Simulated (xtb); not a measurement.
H3OSi, SMILES [O][SiH3] (connectivity only; charge and spin as stated), charge -1, multiplicity 1. All values are semi-empirical tight-binding results from xtb (GFN2-xTB unless named), good for trends rather than for accurate numbers. Geometry optimised at GFN2-xTB. The multiplicity is an assumed one; other spin states were not compared. The isomer is the one that the SMILES or the coordinates give; other isomers of the formula were not compared.

- point group as xtb finds it: C3v
- orbital gap: 7.53 eV
- zero-point energy: 14.9 kcal/mol
- G − E(el) at 298.15 K (modified RRHO): 0.7 kcal/mol
- static polarisability (D4 model): 47.0 bohr³
- solvation energy, GFN2-xTB/ALPB(water): -64.1 kcal/mol
- solvation energy, GFN2-xTB/ALPB(benzene): -50.4 kcal/mol
